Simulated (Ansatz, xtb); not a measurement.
**C5H10SSi: which of two isomers lies lower**

We compare a, `CS[SiH]1CC=CC1`, a singlet, with b, `CC#C[Si@H](C)SC`, a singlet. Both are isolated molecules in the gas phase, relaxed with PBE-D3(BJ)/def2-SVP; each stands in its lowest conformer found.

Quicker runs give these differences E(b) − E(a): GFN2-xTB +20.2 kcal/mol; HF/STO-3G +26.8 kcal/mol (at GFN2-xTB geometries); r2SCAN-D4/def2-SVP +19.3 kcal/mol (at GFN2-xTB geometries).

Problem. Estimate E(b) − E(a) at the level CCSD(T)/def2-SVP + ΔMP2/def2-TZVPP.

Solution. Calculated at CCSD(T)/def2-SVP + ΔMP2/def2-TZVPP: E(b) − E(a) = +15.4 kcal/mol, so structure a lies lower.

The same difference at several levels:

| level | geometry | E(b) − E(a) (kcal/mol) | departure from the last row (kcal/mol) | job, with rough time for the two |
| --- | --- | --- | --- | --- |
| GFN2-xTB | GFN2-xTB | +20.2 | +4.8 | optimisation, 0.2 s |
| HF/STO-3G | GFN2-xTB | +26.8 | +11.4 | single point, 0.44 s |
| r2SCAN-D4/def2-SVP | GFN2-xTB | +19.3 | +3.9 | single point, 4.5 s |
| PBE-D3(BJ)/def2-SVP | PBE-D3(BJ)/def2-SVP | +21.4 | +6.0 | optimisation, 30 s |
| HF/def2-SVP | PBE-D3(BJ)/def2-SVP | +11.8 | −3.6 | part of the CCSD(T) run |
| MP2/def2-SVP | PBE-D3(BJ)/def2-SVP | +15.2 | −0.2 | part of the CCSD(T) run |
| CCSD(T)/def2-SVP | PBE-D3(BJ)/def2-SVP | +16.7 | +1.3 | single point |
| CCSD(T)/def2-SVP + ΔMP2/def2-TZVPP | PBE-D3(BJ)/def2-SVP | +15.4 |  | single point, 100 s |

As drawn, b has 1 C≡C in place of 1 C–C, 1 C=C. Structure a has a 5-membered ring, b no ring.

The levels shown agree on the order. The largest departure from CCSD(T)/def2-SVP + ΔMP2/def2-TZVPP is that of HF/STO-3G, 11.4 kcal/mol. A small imaginary or near-zero mode remains, so no thermal terms are given. The last row adds to CCSD(T) the change of the MP2 difference between the two basis sets, here −1.3 kcal/mol.

The correlated steps freeze 15 core orbitals. Run with Ansatz 0.2.0, xtb 6.7.1; the last row on 4 threads of Arm Neoverse V1 on a shared host.
